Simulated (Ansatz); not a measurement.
Born–Oppenheimer molecular dynamics of GaH3O (5 atoms, charge 0, multiplicity 1). It starts from a relaxed structure.

Computed with Ansatz 0.2.0, RKS PBE/def2-TZVP.

- ensemble: NVT, Nosé–Hoover chain
- time step: 0.5 fs
- steps asked: 150
- set temperature: 1000 K
- thermostat: time constant 100 fs, chain length 5
- seed: 384262

First frame:

```xyz
5
Properties=species:S:1:pos:R:3
Ga -0.019 -0.022 -0.063
O 0.011 -0.124 1.744
H -0.883 -0.168 2.123
H 1.410 0.049 -0.695
H -1.429 -0.017 -0.762
```

(1) How far do the bonds stretch over the last three quarters of this one trajectory? (Pairs bonded in most of those frames.)

Results:

(1) 
```tsv
bond	mean (Å)	spread (Å)	shortest	longest
Ga1–O2	1.812	0.014	1.79	1.84
Ga1–H4	1.583	0.120	1.41	1.76
Ga1–H5	1.583	0.069	1.48	1.68
O2–H3	0.972	0.010	0.96	0.99
```

Mean temperature of the second half: 530 K. The conserved energy stayed within 0.53 meV per atom of its start (net change 0.29 meV per atom), so the integration is sound. The mean temperature of the second half is 47 % below the set value. A run of 0.075 ps of so small a system gives no equilibrium averages.

Time of the run: 2.6 min on 2 threads of Arm Neoverse V1, on a shared host, peak memory 0.14 GiB.
